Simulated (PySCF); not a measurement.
**Diatomics of H with group 4**

CCSD(T) with triple-zeta basis sets in PySCF, for the lowest determinant that a PBE0 search found; no spin–orbit coupling. De refers to high-spin ground-configuration atoms.

| M | basis | reference, frozen orbitals | state (unpaired electrons) | Re (Å) | ωe (cm⁻¹) | De (eV) |
| --- | --- | --- | --- | --- | --- | --- |
| Ti | def2-TZVPP | UHF, 5 | quartet (σ ↑, π ↑, δ ↑) | 1.768 | 1570 | 2.11 |
| Zr | x2c-TZVPPall | UHF, 14 | quartet (σ ↑, π ↑, δ ↑) | 1.868 | 1574 | 2.39 |
| Hf | def2-TZVPPD | ROHF, 0 | doublet (δ ↑) | 1.848 | 1668 | 2.81 |

The shortest bond is that of TiH (1.768 Å), the longest that of ZrH (1.868 Å). HfH is bound most strongly (2.81 eV) and TiH least (2.11 eV).

The rows differ in basis set, which adds steps of its own.

The state changes along the series, so neighbouring rows are not always alike in their bonding.

Correlated steps freeze the inner cores (0 to 14 orbitals); shallow outer-core shells are correlated. UHF and ROHF references stand side by side, which adds small steps between rows. Spin–orbit coupling is left out, which matters for elements this heavy, above all for dissociation energies. The CCSD T1 diagnostic is raised in TiH, a sign that a single reference may not be enough there. The state is the lowest single determinant that the PBE0 search found; with open d or f shells the true ground state can be another one.
